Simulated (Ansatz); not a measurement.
Species: chloro-tris(methylsulfanyl)silane, C3H9ClS3Si, charge 0, multiplicity 1. SMILES: S([Si](SC)(Cl)SC)C
Geometry from a B3LYP-D3(BJ)/def2-TZVP (Ansatz, a first-principles code) optimisation:
```
Si
Cl 1 2.0878
S 1 2.1173 2 109.60
C 3 1.8343 1 101.16 2 -49.11
H 4 1.0868 3 110.41 1 63.55
H 4 1.0871 5 110.27 3 122.56
H 4 1.0879 5 109.72 6 120.72
S 1 2.1173 2 109.60 5 142.32
C 8 1.8343 1 101.16 2 -49.11
H 9 1.0868 8 110.41 1 63.55
H 9 1.0871 10 110.27 8 122.56
H 9 1.0879 10 109.72 11 120.72
S 1 2.1173 2 109.60 5 -97.68
C 13 1.8343 1 101.16 2 -49.11
H 14 1.0868 13 110.41 1 63.55
H 14 1.0871 15 110.27 13 122.56
H 14 1.0879 15 109.72 16 120.72
```
Charge 0, spin multiplicity 1.

Computed values are from Ansatz. Correlated levels leave the core frozen unless marked. UHF or UKS for open shells. Spin-orbit coupling is left out. Non-relativistic. CBS marks a two-point X^-3 extrapolation of the correlation energy; Hartree-Fock from the larger set. [CCSD(T)-MP2]/basis is that difference in the basis named.

**Question.** What is the T1 diagnostic at CCSD/aug-cc-pV(T+d)Z?

**Answer.** 0.011.

**Question.** What is the total energy at RI-MP2/CBS(aug-cc-pV(T+d)Z,aug-cc-pV(Q+d)Z)+[CCSD(T)-MP2]/aug-cc-pV(T+d)Z?

**Answer.** -2061.9002 Eh.

**Question.** What is the atomisation energy De at RI-MP2/CBS(aug-cc-pV(T+d)Z,aug-cc-pV(Q+d)Z)+[CCSD(T)-MP2]/aug-cc-pV(T+d)Z?

**Answer.** 6159.3 kJ/mol.

**Question.** What is the dipole moment at CCSD(T)/aug-cc-pV(D+d)Z?

**Answer.** 1.33 D.
